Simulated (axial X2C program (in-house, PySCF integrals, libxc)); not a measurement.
What spin–orbit coupling does to SnSe⁻

All values were computed with an axial X2C code built on PySCF integrals. Spin-free means the one-electron spin-free X2C Hamiltonian; two-component (2c) means X2C with spin–orbit coupling and atomic mean-field two-electron Coulomb and Gaunt terms, so the difference of the two also holds small scalar two-electron terms. Basis: Sn dyall-acv3z [12s13p10d5f1g], Se dyall-acv3z [9s10p7d5f1g] (cores contracted in-house); Gaussian nuclei, density fitting, unrestricted open shells. Masses: Sn 119.902 u, Se 79.917 u.

Spin-free state: M_S = 1/2, Λ = 1 (beyond evenly filled blocks: π+α); fragments Sn + Se-.

```csv
level,Re (Å),ωe (cm⁻¹),De (eV),μ (D)
PBE0,2.430,277.1,3.504,-1.67
PW91,2.459,260.1,3.726,-1.38
```

Dipoles are positive if Se is the positive end and refer to the centre of mass.

(1) Within this multiplet, which Ω should lie lowest by the rule for regular and inverted multiplets?

Two-component determinant lowest at the distance of the search:

Ω = 1/2 (⟨Sz⟩ = -0.50, ⟨Lz⟩ = 1.00 at PBE0); fragments Sn + Se-.

```
level  Re (Å)  ωe (cm⁻¹)  μ (D)
 PBE0   2.434      275.3  -1.83
 PW91   2.464      258.3  -1.55
```

(2) From the two tables, how do the constants change at the PBE0 level (2c against spin-free)?

The state is a single determinant with fixed occupations, the lowest that a limited PBE0 search found. Dissociation energies refer to the lowest single-determinant-based atoms at the same level and basis. De is not given where an atomic determinant may have missed its ground term or J level, or where the truncated virtual space spoils (T). Density functionals use the spin component along the axis (collinear). Without a current term, density functionals place determinants with orbital angular momentum somewhat too high. The highest occupied level of some functionals is positive through self-interaction error; at Hartree–Fock it is bound.

Results:

(1) The open π shell holds one electron, so the multiplet is regular: Ω = Λ − 1/2 = 1/2. The PBE0 2c search agrees.

(2) At the PBE0 level Re increases by 0.004 Å and ωe goes down by 1.8 cm⁻¹.
